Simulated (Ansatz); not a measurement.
A run for Ansatz (a quantum-chemistry and plane-wave program): U-SVWN5/def2-TZVPP on ClF+, 2S+1 = 2, a spin state set in the input, which need not be the lowest, a point of a bond scan (R = 1.530 Å). Charge +1.

Ansatz 0.2 input:
```yaml
crystal:
  periodic: [false, false, false]
  atoms:
    - {symbol: F, position_ang: [0.00000000, 0.00000000, 0.00000000]}
    - {symbol: Cl, position_ang: [0.00000000, 0.00000000, 1.53001000]}
basis:
  gaussian:
    orbitals: def2-TZVPP
    pivot_positions_ang: [[0.00000000, 0.00000000, 0.00000000], [0.00000000, 0.00000000, 1.53001000]]
hamiltonian:
  xc: {name: SVWN5}
total_charge: 1
magnetization: {spin_polarized: true, initial_magnetization: 1}
output: {forces: true, orbitals: {seedname: ./end}}
```

Program output:

```
WARN ansatz: RAYON_NUM_THREADS=2 ignored (pool sized by the plan → 2); use --threads N
Functional definition: SVWN5
integrals: 0.01 GiB planned
450 factors; their error is unknown
mean field: 0.16 GiB planned
mean field evaluation 1: about -15157.5781 eV, gradient 6.2e1 eV
mean field evaluation 2: about -15054.5287 eV, gradient 1.7e2 eV
mean field evaluation 4: about -15168.2236 eV, gradient 1.5e1 eV
mean field evaluation 8: about -15168.9156 eV, gradient 3.7e0 eV
mean field evaluation 16: about -15168.9552 eV, gradient 4.9e-4 eV
mean field evaluation 32: about -15168.9552 eV, gradient 9.1e-5 eV
mean field -15168.95517577 eV, -557.4488208226 hartree, gradient 1.4e-5 eV, S^2 0.751116; 2 other end points of the search recorded, 0 dependent functions left out
the calculation of the forces begins
reference -15168.95519119 eV, -557.4488213891 hartree; 13, 12 occupied and 60, 61 virtual orbitals, 450 factors
Total energy: -15168.95519119 eV, -557.4488213891 hartree
Atom 0 at     0.000000     0.000000     0.000000 Å, force     0.000000    -0.000000    -0.209935 eV/Å
Atom 1 at     0.000000     0.000000     1.530010 Å, force    -0.000000     0.000000     0.209935 eV/Å
Dipole moment:    -0.000000    -0.000000     0.312120 e Å
```

The calculation finished and met its thresholds.

Cost: very roughly 1.1 core-seconds.
